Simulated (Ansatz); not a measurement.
Program: Ansatz. Geometries: PBE0-D4/def2-TZVP. ΔE: electronic, gas phase. CCSD(T)/CBS is the MP2 limit (def2-TZVPP, def2-QZVPP) plus CCSD(T) − MP2 in def2-TZVPP, frozen cores. This one scheme is used for every species. DFT in def2-TZVPP. B3LYP here is the variant with VWN-RPA as its local correlation; programs differ in this. Each species was taken in one conformer, which may not be the lowest.

Consider the β-hydride elimination: `COB(O)O` → `OBO` + `C=O`.

`COB(O)O`:

```xyz
10

C     0.320   -1.502    0.121
O    -0.613   -0.491   -0.203
B    -0.266    0.820   -0.097
O    -1.179    1.789   -0.413
O     0.984    1.176    0.322
H     1.206   -1.441   -0.517
H     0.639   -1.428    1.164
H    -0.168   -2.464   -0.036
H    -2.017    1.413   -0.692
H     1.093    2.129    0.350
```

`OBO`:

```xyz
6

O    -0.827   -0.194   -0.688
B     0.278    0.219   -0.004
O     0.563   -0.341    1.195
H    -0.944    0.259   -1.524
H     1.012    1.066   -0.427
H    -0.082   -1.009    1.449
```

`C=O`:

```xyz
4

C    -0.005   -0.001    0.001
O     1.148    0.185   -0.254
H    -0.598   -0.789   -0.504
H    -0.545    0.605    0.756
```

CCSD(T)/CBS gives +229.2 kJ/mol.

Task: Another level gave +210.8 kJ/mol. Which?
A. PBE-D4/def2-TZVPP
B. PBE0-D4/def2-TZVPP
C. PBE0/def2-TZVPP
D. B3LYP/def2-TZVPP

Result: D. B3LYP 210.8, PBE0 233.4, PBE-D4 221.9, PBE0-D4 239.2 kJ/mol.

Largest T1 diagnostic among the species: 0.015.

In def2-TZVPP, CCSD(T) changes the Hartree–Fock value by +9.0 kJ/mol (the triples alone add −2.0 kJ/mol) and MP2 by +15.1 kJ/mol. From PBE to PBE0 (25 % exact exchange), in def2-TZVPP and without D4, ΔE moves by +18.3 kJ/mol.
